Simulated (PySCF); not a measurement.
# Radial density of Se (selenium, neutral)

UHF, [Ar] 3d10 4s2 4p4, high-spin 3P determinant. All numbers are calculated (PySCF 2.14, no relativity, point nucleus, in def2-TZVP).

```
r (bohr)  4πr²ρ (e/bohr)  4πr²(ρα − ρβ)
0.000622          0.1257         0.0000
 0.00105          0.3467         0.0000
 0.00176          0.9322         0.0000
 0.00296           2.434         0.0000
 0.00497           6.000        -0.0001
 0.00837           13.50        -0.0001
  0.0141           25.97         0.0003
  0.0237           38.80         0.0031
  0.0398           40.09         0.0153
  0.0670           33.96         0.0472
   0.113           45.60         0.0651
   0.190           41.88        -0.0063
   0.319           26.49         0.0718
   0.536           31.79         0.1016
   0.902           10.67         0.0914
    1.52           3.823         0.9617
    2.55           1.966         0.7278
    4.29          0.2247         0.0811
    7.22        0.002176         0.0007
```

Task: Where is the radial spin density 4πr²(ρα − ρβ) most negative, and why is it negative at all?

Result: Around r = 0.190 bohr, down to -0.0063 e/bohr: exchange with the open shell polarises the paired shells in an unrestricted calculation.
